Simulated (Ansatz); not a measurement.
`O=C[NH][SbH2]` + `CNC` → `C[N](C)[SbH2]` + `NC=O`  (ligand exchange at the Sb–N bond)

Computed with Ansatz on PBE0-D4/def2-TZVP structures; ΔE is electronic, products minus reactants. CBS: MP2 limit from def2 TZ/QZ plus the TZ coupled-cluster correction, frozen cores. This one scheme is used for every species. Functionals use def2-TZVPP. B3LYP here is the variant with VWN-RPA as its local correlation; programs differ in this. Elements past krypton have def2 core potentials. For Sb outer-core shells are correlated without core-valence functions, which leaves a few kJ/mol of doubt a bond. One conformer a species, not always the lowest.

`O=C[NH][SbH2]`:

Z-matrix (Å, degrees):
```
C
N 1 1.339
O 1 1.218 2 122.2
H 1 1.105 2 115.7 3 -180.0
Sb 2 2.071 1 113.0 3 -1.9
H 2 1.007 1 119.8 3 176.7
H 5 1.722 2 89.1 1 169.9
H 5 1.712 2 94.6 1 79.3
```

`CNC`:

```xyz
10

C     0.328   -1.160    0.081
N    -0.694   -0.140    0.057
C    -0.149    1.198    0.060
H    -0.131   -2.149    0.021
H     0.874   -1.107    1.028
H     1.070   -1.072   -0.731
H    -1.287   -0.267   -0.752
H     0.371    1.377    1.006
H    -0.955    1.930   -0.017
H     0.572    1.390   -0.754
```

`C[N](C)[SbH2]`:

Z-matrix (Å, degrees):
```
C
N 1 1.446
H 1 1.097 2 109.3
H 1 1.105 2 114.4 3 -120.0
H 1 1.093 2 110.4 3 117.9
C 2 1.446 1 111.6 3 59.4
Sb 2 2.061 1 112.9 3 -172.1
H 6 1.105 2 114.4 1 60.5
H 6 1.094 2 110.4 1 -177.3
H 6 1.097 2 109.3 1 -59.5
H 7 1.714 2 92.8 1 162.1
H 7 1.714 2 92.8 1 70.0
```

`NC=O`:

```xyz
6

N    -0.158    0.069   -0.670
C     0.148   -0.061    0.639
O    -0.158    0.724    1.502
H    -0.680    0.872   -0.977
H     0.126   -0.620   -1.342
H     0.723   -0.984    0.847
```

```csv
level,ΔE (kJ/mol),difference from CCSD(T)/CBS
LDA (SPW92),29.0,1.4
BLYP-D4,28.9,1.3
B3LYP-D4,29.8,2.2
r2SCAN0-D4,30.2,2.6
CAM-B3LYP-D4,32.0,4.4
ωB97X-V,32.2,4.6
B2PLYP,31.3,3.7
r2SCANh,30.8,3.2
r2SCAN0,31.1,3.5
HF/def2-TZVPP,37.6,10.0
CCSD(T)/CBS,27.6,0
```

Largest T1 diagnostic among the species: 0.017.

In def2-TZVPP, CCSD(T) changes the Hartree–Fock value by −9.3 kJ/mol (the triples alone add −1.1 kJ/mol) and MP2 by −13.1 kJ/mol. The D4 term adds −4.3 kJ/mol with B3LYP and −2.4 kJ/mol with PBE0; it sums over pairs of atoms, weighted by their polarisabilities, and B3LYP, whose exchange is more repulsive, gets the larger term.
